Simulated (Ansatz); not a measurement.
System: sum formula SiN2H4Cl, net charge 0, doublet state. It need not be the lowest isomer of its formula. SMILES: Cl[Si](N)N
Geometry from a B3LYP-D3(BJ)/def2-TZVP (Ansatz, a quantum-chemistry and plane-wave program) optimisation:
```
Si
N 1 1.7085
H 2 1.0070 1 121.16
H 2 1.0107 3 112.35 1 153.64
N 1 1.7172 2 105.89 3 -166.81
H 5 1.0083 1 119.99 2 -158.79
H 5 1.0091 6 111.98 1 147.65
Cl 1 2.1058 2 116.60 3 78.06
```
Charge 0, spin multiplicity 2.

Computed values are from Ansatz. Cores are frozen in the correlated levels unless marked. UHF or UKS for open shells. Spin-orbit coupling is left out. Non-relativistic. CBS(X,Y): correlation extrapolated as X^-3; Hartree-Fock from the larger set.

Problem. What is the dipole moment at CCSD(T)/aug-cc-pV(D+d)Z?

Solution. 2.31 D.

Problem. What is the atomisation energy De at CCSD(T)/CBS(aug-cc-pV(T+d)Z,aug-cc-pV(Q+d)Z)?

Solution. 2683.9 kJ/mol.

Problem. What is the T1 diagnostic at CCSD/aug-cc-pV(Q+d)Z?

Solution. 0.013.

Problem. What is the total energy at CCSD(T)/CBS(aug-cc-pV(T+d)Z,aug-cc-pV(Q+d)Z)?

Solution. -860.7280 Eh.
